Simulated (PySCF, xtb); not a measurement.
SbHCl2, SMILES [Cl][SbH][Cl].

GFN2-xTB in xtb 6.7.1 at its own geometry gives an orbital gap of 4.29 eV and a dipole moment of 3.05 D.

Coordinates come from a B3LYP-D3(BJ)/def2-TZVP optimisation. The def2 effective core potentials stand for the cores of Sb; spin–orbit coupling is left out.

Task: What does CAM-B3LYP/def2-TZVPD (PySCF) give? (The exact figures need the calculation; the answer reports its results.)

Result: gap 8.23 eV (levels -9.34 and -1.12 eV), dipole 2.94 D.
